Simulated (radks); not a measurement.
Results of a calculation; reference values are marked as such.
Problem. All-electron atom: Pm3.5+ in [Kr] 4d10 4f(up 2.5, down 2.5) 5p6 5s(up 0.25, down 0.25) (fractional occupations, a model configuration). Level of theory: scalar-relativistic Kohn-Sham, r2SCAN, spin-polarised, spherical densities, finite nucleus; meta-GGA in the generalised Kohn-Sham scheme; Fermi nuclear charge, rms radius 4.962 fm (a radial shooting solver on a logarithmic mesh with Libxc functionals). Some entries of the table are withheld. Estimate them.

orbital  occ.  eigenvalue (hartree)  <1/r> (bohr^-1)
1s          2                   (1)              (2)
2s          2             -271.4682            15.61
2p          6             -242.4509            14.67
3s          2             -60.47927              (3)
3p          6                   (4)              (5)
3d         10             -38.76668            5.101
4s          2             -13.18460            2.379
4p          6             -10.16396            2.192
4d         10              -5.88004              (6)
5s        0.5              -2.80739           0.9332
5p          6              -2.04824           0.8096
4f          5              -1.32408            1.366

Solution. 
(1) 1s eigenvalue (hartree): -1658.327
(2) 1s <1/r> (bohr^-1): 67.41
(3) 3s <1/r> (bohr^-1): 5.712
(4) 3p eigenvalue (hartree): -51.31735
(5) 3p <1/r> (bohr^-1): 5.384
(6) 4d <1/r> (bohr^-1): 1.921
